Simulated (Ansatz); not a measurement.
Molecule: HgCl$_{2}$, net charge 0, triplet state. The spin state was set by rule; other spins were not relaxed. 
Coordinates optimised at B3LYP-D3(BJ)/def2-TZVP (Ansatz, an electronic-structure program):
```xyz
3

Hg    -0.4527     0.3650    -0.3498
Cl     2.0150    -0.6096    -0.1461
Cl     0.1155    -1.1083     1.7921
```
Charge 0, spin multiplicity 3.

Total electronic energies in hartree. Correlated levels leave the core frozen unless marked. Open shells are spin-unrestricted. No spin-orbit coupling. The frozen core is the preceding noble-gas configuration, with the filled d and f shells of earlier blocks. In def2 rows, elements after Kr have scalar-relativistic effective core potentials. Basis-set limits of correlation are two-point, X^-3; Hartree-Fock from the larger set. [CCSD(T)-MP2]/basis is that difference in the basis named.

| level | program | energy (Eh) |
|---|---|---|
| HF/def2-QZVPPD | Ansatz | -1071.54422 |
| B97M-V/def2-TZVPD | Ansatz | -1073.63007 |
| PBE0/def2-SVP | Ansatz | -1073.24778 |
| PBE0-D3(BJ)/def2-TZVP | Ansatz + dftd3 | -1073.57243 |
| r2SCAN0/def2-TZVPD | Ansatz | -1073.81863 |
| HSE06-D3(BJ)/def2-TZVPD | Ansatz + dftd3 | -1073.55793 |
| RPA@PBE/def2-QZVPP | Ansatz | -1072.76774 |
| MP2/def2-TZVPP | Ansatz | -1072.30146 |
| RI-MP2/def2-TZVPP | Ansatz | -1072.30132 |
| RI-MP2/CBS(def2-TZVPPD,def2-QZVPPD) | Ansatz | -1072.4384 |
| SCS-MP2/def2-TZVPP | Ansatz | -1072.24573 |
| CCSD/def2-TZVPP | Ansatz | -1072.30322 |
| CCSD(T)/def2-TZVPPD | Ansatz | -1072.34330 |
| RI-MP2/CBS(def2-TZVPPD,def2-QZVPPD)+[CCSD(T)-MP2]/def2-SVPD | Ansatz | -1072.4668 |
| RI-MP2/CBS(def2-TZVPPD,def2-QZVPPD)+[CCSD(T)-MP2]/def2-TZVPPD | Ansatz | -1072.4749 |

Totals of different functionals don't rank their quality; only differences between species are comparable.
